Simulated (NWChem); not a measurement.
C4H7F; SMILES C/C=C(/F)C

```xyz
12

C      0.0232     2.0594     0.0000
C      0.6768     0.7183     0.0000
C      0.0714    -0.4708     0.0000
C     -1.3745    -0.8109     0.0000
F      0.8358    -1.5786     0.0000
H      0.3240     2.6472     0.8834
H     -1.0741     1.9994     0.0000
H      0.3240     2.6472    -0.8834
H      1.7717     0.6887     0.0000
H     -1.6211    -1.4178     0.8861
H     -1.6211    -1.4178    -0.8861
H     -2.0080     0.0838     0.0000
```
Atoms are numbered in this order, from 1.

The geometry was optimised at PBE0/def2-SVP.

Symmetry labels are those of Cs in the frame above (b1 and b2, or b-type labels, depend on it).

List the 4 lowest vertical singlet excitations from Hartree-Fock/6-31G* (spherical d), CIS (NWChem).


| state | energy (eV) | oscillator strength | symmetry | leading excitation (squared amplitude) |
|---|---|---|---|---|
| S1 | 8.39 | 0.810 | a' | HOMO → LUMO (0.93) |
| S2 | 9.21 | 0.012 | a" | HOMO → LUMO+2 (0.67) |
| S3 | 10.33 | 0.014 | a" | HOMO → LUMO+1 (0.75) |
| S4 | 10.44 | 0.007 | a" | HOMO−1 → LUMO (0.59) |
